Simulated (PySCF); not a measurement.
Predicted spectroscopic data

A single conformation, no relativistic terms, averaged over atoms made equivalent by symmetry, fast rotation or ring inversion, no solvent. PBE0/pcSseg-1 with gauge-including orbitals; geometry: GFN2-xTB; J couplings at B3LYP/pcJ-1 (spin–dipole term left out of most H,H and C,H couplings); PySCF 2.14.

Scale: TMS for 1H and 13C (reference shieldings calculated alike). Multiplet labels drop J under 1 Hz and among equivalent protons, and merge close values. Unscaled 3J(H,H) run several per cent high. Splittings of carbon signals by F and P are missing where no couplings were computed. Where no couplings were computed, multiplicities follow the n + 1 count of equivalent neighbours, and m marks all less simple cases (inequivalent or close neighbours, rings, F or P nearby). Vicinal couplings that depend on rotamer populations or ring flexing (ring, CH–CH, X–H and H–F types) are those of the one conformer. One-bond C–F couplings are unscaled and too large by tens of Hz. Shifts are as computed. Against solution values, carbons near 30 ppm lie about +3 ppm off and those near 130 ppm about +5 ppm. Of 1309 compounds with measured shifts, 239 miss one by over three times the rms of a fit or turn the order of signals round; such compounds aren't used in these exercises.

Compound 1 (C$_{6}$H$_{7}$FO). 1H NMR (600 MHz, computed): δ 7.05 (ddt, J = 7.0, 5.1, 3.3 Hz, 1H), 6.39 (dtq, J = 7.0, 3.2, 1.7 Hz, 1H), 5.69 (m, 2H), 5.14 (tq, J = 5.1, 3.2 Hz, 2H), 4.64 (d of quint of d, J = 34.8, 3.4, 1.9 Hz, 1H). 13C{1H} NMR (computed): δ 167.1 (C), 141.2 (CH), 133.2 (CH), 97.5 (CH, d, J = 10.6 Hz), 86.5 (CH2, d, J = 225.2 Hz), 79.7 (CH2). Structure: SMILES C(/CF)=C1/C=CCO1.

Compound 2 (C$_{7}$H$_{10}$F$_{2}$). 1H NMR (600 MHz, computed): δ 6.86 (m, 1H), 5.85 (m, 1H), 5.52 (m, 1H), 5.49 (m, 1H), 2.06 (s, 3H), 2.06 (s, 3H). 13C{1H} NMR (computed): δ 154.0, 152.7, 130.1, 122.6, 120.2, 24.2, 19.2. Structure: `CC(=C)/C(C)=C/C(F)F`.
